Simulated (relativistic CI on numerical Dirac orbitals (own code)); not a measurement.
## Transition arrays of Co6+

Computed by Dirac-Coulomb-Breit CI, separate exchange-only KLI orbitals for each configuration, QED by a radiative potential, valence Slater integrals scaled by 0.9, whole transition arrays (own radial code, finite nucleus).

Configuration list (outside the closed core [Ne] 3s2): 3p6.3d3, 3p6.3d2.4f, 3p5.3d4, 3p6.3d2.4p, 3p6.3d2.5f. Levels of other configurations are missing.

All E1 lines from the levels of 3p6.3d3; mean and standard deviation are weighted by gf, and upper levels are sorted by their leading configuration.

```csv
Upper configuration,Lines,Σgf,Mean (eV),Mean (nm),σ (eV),Strongest line (nm)
3p6.3d2.4f,756,249.7,84.33,14.703,2.21,14.497
3p5.3d4,1683,184.8,74.00,16.754,6.03,16.205
3p6.3d2.4p,466,31.6,54.42,22.784,1.80,22.595
3p6.3d2.5f,721,102.3,99.37,12.476,2.37,12.299
```

Σgf per state of the lower configuration in bins of 0.5 nm over the central range (centre: value): 12.25: 0.45, 12.75: 0.29, 13.25: 0.07, 13.75: 0.02, 14.25: 0.81, 14.75: 0.84, 15.25: 0.69, 15.75: 0.14, 16.25: 0.28, 16.75: 0.31, 17.25: 0.09, 17.75: 0.14, 18.25: 0.11, 18.75: 0.08, 19.25: 0.05, 20.25: 0.02, 20.75: 0.01, 21.25: 0.02, 22.25: 0.11, 22.75: 0.06.

Question: How do configuration mixing and the scaling of the Slater integrals move the arrays?

Answer: Slater scale 0.9, no configuration mixing: 3p6.3d2.4f 84.2 ± 2.1 eV (Σgf 116.2), 3p5.3d4 75.9 ± 5.7 eV (Σgf 348.2), 3p6.3d2.4p 54.4 ± 1.9 eV (Σgf 27.2), 3p6.3d2.5f 99.4 ± 2.2 eV (Σgf 58.8); Slater scale 1: 3p6.3d2.4f 84.9 ± 2.2 eV (Σgf 278.3), 3p5.3d4 74.4 ± 6.9 eV (Σgf 156.5), 3p6.3d2.4p 54.4 ± 2.0 eV (Σgf 31.2), 3p6.3d2.5f 99.4 ± 2.7 eV (Σgf 110.5); Slater scale 0.8: 3p6.3d2.4f 84.1 ± 2.1 eV (Σgf 213.8), 3p5.3d4 73.5 ± 5.3 eV (Σgf 218.9), 3p6.3d2.4p 54.4 ± 1.6 eV (Σgf 31.9), 3p6.3d2.5f 99.3 ± 2.1 eV (Σgf 95.6). With mixing, levels are counted to their leading configuration, so an array can shrink or vanish into another, and the sums then hold other lines.
